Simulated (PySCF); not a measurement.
Computed IR spectrum (relative IR intensity) of a molecule FH₆NOSi₂. Coordinates come from a PBE-D3(BJ)/def2-SVP optimisation. The values are those of a single conformer. All values below come from PySCF 2.14.0 with PBE-D3(BJ)/def2-SVP. Frequencies are harmonic and unscaled.

Lines under 2 % of the strongest are left out, and lines within 2 cm⁻¹ are merged.

ν (cm⁻¹): 218 (vw), 260 (vw), 328 (vw), 406 (s), 535 (w), 590 (vw), 684 (m), 782 (w), 840 (vw), 846 (w), 880 (w), 889 (vs), 905 (m), 939 (m), 959 (w), 1048 (vs), 1495 (w), 2173 (w), 2185 (m), 2205 (m), 2215 (m), 3495 (w), 3590 (w) (against the strongest line: vs over 80 %, s over 45 %, m over 15 %, w over 4 %, vw less)

Task: Which structure fits?
A) N[SiH2]O[SiH2]F
B) N[Si@@H](O)[SiH2]F
C) O[Si@H](F)N[SiH3]
D) N[Si@@](O)(F)[SiH3]

Result: A, N[SiH2]O[SiH2]F
